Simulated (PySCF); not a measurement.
# Reading the logs of faulty runs: GeH5NOSi

These are calculations, not measurements. They come from PySCF 2.14.0, an open-source quantum chemistry program, on an isolated molecule that a program drew, which may never have been made. The molecule is GeH5NOSi (charge 0, singlet), drawn as the SMILES string `[NH2][GeH2][O][SiH]`.

Each row is a Hartree-Fock (HF) and frozen-core CCSD(T) single point in the cc-pV(D+d)Z basis, meant for a local HF minimum. Run 1 is clean. Each other run has one planted mistake out of seven kinds, and not every kind appears here: one electron removed, one electron added, multiplicity raised by two, geometry at a saddle point, minimal basis STO-3G, one bond length entered in bohr, all coordinates scaled. The reference is restricted for singlets and unrestricted otherwise, and also for a bond in bohr. Adding or removing an electron swaps singlet and doublet. Electrons count all cores. HOMO and LUMO are orbital energies over both spins, the gradient is its largest component, and the lowest frequency (negative if imaginary) is given only where the gradient is small. Bond lengths are over the 8 bonds as drawn. T1 is the CCSD diagnostic: over 0.02 (restricted) or 0.045 (unrestricted) a single reference is doubtful. Germanium has the cc-pVDZ-PP basis, with a core potential (ECP10MDF) in place of its 10 inner electrons, and its 3s, 3p and 3d shells are frozen in CCSD(T).

Geometry of the clean run:
```xyz
9
GeH5NOSi, angstrom
N     1.0401   -1.4734   -2.8157
Ge    2.6497   -0.8396   -2.2560
O     2.7454   -0.7965   -0.4618
Si    3.6361   -1.2941    0.8172
H     0.8591   -2.4372   -2.5937
H     0.2464   -0.9272   -2.5281
H     2.7966    0.6047   -2.7122
H     3.7515   -1.7725   -2.7435
H     4.7304   -2.0805    0.0699
```

| run | electrons | basis functions | <S^2> | HOMO (eV) | LUMO (eV) | gradient (hartree/bohr) | lowest frequency (cm^-1) | mean bond (Å) | longest bond (Å) | T1 | HF (hartree) | CCSD(T) (hartree) | mistake |
|---|---|---|---|---|---|---|---|---|---|---|---|---|---|
| 1 | 66 | 99 | 0.000 | -8.53 | 1.56 | 1.1e-05 | 29 | 1.4811 | 1.818 | 0.0159 | -714.56333 | -715.16019 | no fault |
| 2 | 67 | 99 | 0.774 | 0.01 | 7.86 | 8.0e-02 | - | 1.4811 | 1.818 | 0.0164 | -714.53374 | -715.13426 | one electron added |
| 3 | 65 | 99 | 0.773 | -15.12 | -6.65 | 9.3e-02 | - | 1.4811 | 1.818 | 0.0260 | -714.28543 | -714.85885 | one electron removed |
| 4 | 66 | 99 | 2.007 | -7.16 | 0.58 | 3.1e-02 | - | 1.4811 | 1.818 | 0.0189 | -714.51610 | -715.08763 | multiplicity raised by two |
| 5 | 66 | 99 | 0.000 | -8.83 | 1.21 | 6.9e-02 | - | 1.6085 | 1.974 | 0.0204 | -714.50700 | -715.12529 | all coordinates scaled |
| 6 | 66 | 99 | 0.984 | -8.59 | 1.19 | 9.9e-03 | - | 1.6504 | 2.876 | 0.0523 | -714.45551 | -715.04065 | ? |

**Which mistake was planted in run 6, and what did it cost?**

The mean bond changes by a factor of 1.114 and the longest by 1.582, so the molecule wasn't scaled as a whole. A length L in bohr read as angstrom grows by (1/0.5292 - 1) L = 0.890 L. The 8 bonds together grew by 8 x 0.1693 = 1.354 Å, which gives L = 1.522 Å. That is the length of one of the Ge-H bonds, 1.522 Å in the clean geometry. So the mistake is: one bond length entered in bohr. Subtracting run 1 and multiplying by 627.51 kcal/mol a hartree, the energy moved by 67.7 kcal/mol in HF and 75.0 kcal/mol in CCSD(T).

Cautions from the logs. Run 2: the HOMO is above zero, so the electron isn't bound and the energy depends on the basis; run 5: T1 is over the limit, so its CCSD(T) energy is less reliable; run 6: T1 is over the limit, so its CCSD(T) energy is less reliable.
